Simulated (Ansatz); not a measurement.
Correlation energies of CH$_{2}$BClS, SMILES `ClB1CS1` by basis set

Cartesian coordinates in Å:
```
Cl 1.0119 0.9661 -2.0161
B 0.1357 0.5205 -0.6096
C -0.0463 -0.5114 0.4977
S -1.1466 1.0119 0.4564
H 0.6236 -0.5455 1.3521
H -0.5783 -1.4416 0.3195
```

The species carries charge 0 and has multiplicity 1. All single points use the PBE0-D4/def2-TZVP geometry. Frozen core, restricted reference, Ansatz 0.2.0. CBS rows extrapolate triple and quadruple zeta; past MP2 they add the triple-zeta difference.

```tsv
basis	HF (Eh)	MP2 corr.
def2-SVP	-920.46431	-0.47923
def2-TZVPP	-920.82734	-0.62175
def2-QZVPP	-920.85351	-0.67280
```

(1) Estimate the CCSD correlation energy and the (T) correction in each basis where they were run (hartree).

Results:

(1) 
```json
{"basis": "def2-SVP", "CCSD corr.": "-0.51604", "(T)": "-0.01817"}
{"basis": "def2-TZVPP", "CCSD corr.": "-0.65925", "(T)": "-0.03331"}
{"basis": "CBS(def2)", "CCSD corr.": "-0.74812", "(T)": "as TZ"}
```
